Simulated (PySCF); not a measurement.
C4H2BrF. Atoms are numbered in the order given.

```xyz
8

C      2.2296    -1.7183     0.0000
C      1.1607    -1.1447     0.0000
C     -0.0732    -0.4556     0.0000
Br    -0.0196     1.4366     0.0000
C     -1.2750    -1.0536     0.0000
F     -1.3905    -2.3668     0.0000
H      3.1732    -2.2324     0.0000
H     -2.2261    -0.5156     0.0000
```
Charge 0, spin multiplicity 1.

Coordinates come from a PBE0-D3(BJ)/def2-SVP optimisation. The structure was generated by enumeration; whether it is a known compound was not checked.

Calculation: PySCF with PBE/def2-TZVP.

Symmetry labels are those of the subgroup Cs that the program uses (full group Cs).

Task: List the valence orbital energies around the gap with their symmetry. (Estimate from the structure and the level; the computed values follow.)

Result: 
```json
[
 {"orbital": "HOMO−7", "symmetry": "A\"", "energy (eV)": "-11.91"},
 {"orbital": "HOMO−6", "symmetry": "A'", "energy (eV)": "-10.85"},
 {"orbital": "HOMO−5", "symmetry": "A'", "energy (eV)": "-9.55"},
 {"orbital": "HOMO−4", "symmetry": "A\"", "energy (eV)": "-9.21"},
 {"orbital": "HOMO−3", "symmetry": "A'", "energy (eV)": "-7.63"},
 {"orbital": "HOMO−2", "symmetry": "A\"", "energy (eV)": "-7.38"},
 {"orbital": "HOMO−1", "symmetry": "A'", "energy (eV)": "-7.08"},
 {"orbital": "HOMO", "symmetry": "A\"", "energy (eV)": "-6.01"},
 {"orbital": "LUMO", "symmetry": "A\"", "energy (eV)": "-2.21"},
 {"orbital": "LUMO+1", "symmetry": "A'", "energy (eV)": "-1.91"},
 {"orbital": "LUMO+2", "symmetry": "A'", "energy (eV)": "0.37"},
 {"orbital": "LUMO+3", "symmetry": "A'", "energy (eV)": "1.13"}
]
```
